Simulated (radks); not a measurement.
Task: Valence configurations of Tm II (all share [Xe]). Calculated with a radial shooting solver on a logarithmic mesh with Libxc functionals: scalar-relativistic Kohn-Sham, PBE, spin-polarised, spherical densities, finite nucleus; open shells are filled with parallel spins first (spin-orbit coupling, left out, can overturn this in heavy ions); Fermi nuclear charge, rms radius 5.2256 fm. Order these by energy: 4f12 6s1 6p1; 4f11 5d0.5 6s1 6p1.5; 4f13 6s1; 4f11 6s1 6p2; 4f12 5d1 6s1; 4f12 6s2; 4f14; 4f13.5 6s0.5; 4f13 6s0.5 6p0.5; 4f13 6p1.

Result: From the lowest, in eV above it: 4f13 6s1 0.000; 4f13.5 6s0.5 0.695; 4f13 6s0.5 6p0.5 1.867; 4f14 2.371; 4f12 6s2 3.569; 4f13 6p1 3.727; 4f12 5d1 6s1 4.491; 4f12 6s1 6p1 7.206; 4f11 5d0.5 6s1 6p1.5 20.077; 4f11 6s1 6p2 22.859. NIST lists [Xe] 4f13 6s1 as the ground configuration; this level of theory agrees among the configurations tried. The energies are those of spherical high-spin densities, not of single terms.
